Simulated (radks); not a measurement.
Valence configurations of the cadmium ion Cd+ (all share [Kr]). Calculated with a radial shooting solver on a logarithmic mesh with Libxc functionals: Dirac Kohn-Sham, PBE, spin-unpolarised, spherical densities, finite nucleus; open shells fill j = l - 1/2 first; Fermi nuclear charge, rms radius 4.6087 fm. Energies are relative to 4d10 5s1; eigenvalues in eV.

valence	E (eV)	e(4d3/2)	e(4d5/2)	e(5p1/2)	e(5p3/2)	e(5s1/2)
4d10 5s1	0.000	-20.933	-20.228	-	-	-13.057
4d10 5s0.5 5p0.5	2.745	-21.659	-20.952	-7.991	-	-13.524
4d10 5p1	5.533	-22.361	-21.652	-8.355	-	-
4d9 5s2	8.403	-24.998	-24.250	-	-	-14.582
4d9 5s1 5p1	14.443	-26.349	-25.597	-9.311	-	-15.426
4d9 5p2	20.628	-27.626	-26.870	-9.955	-	-
4d8 5s2 5p1	25.935	-30.504	-29.708	-10.260	-	-16.867
4d8 5s1 5p2	32.607	-31.722	-30.922	-10.862	-	-17.598
4d7 5s2 5p2	47.327	-35.955	-35.111	-11.762	-	-18.971
4d7 5s1 5p3	55.203	-37.272	-36.424	-12.404	-11.793	-19.746

NIST lists [Kr] 4d10 5s1 as the ground configuration; this level of theory agrees among the configurations tried. The energies are those of spherical spin-averaged densities, not of single terms.
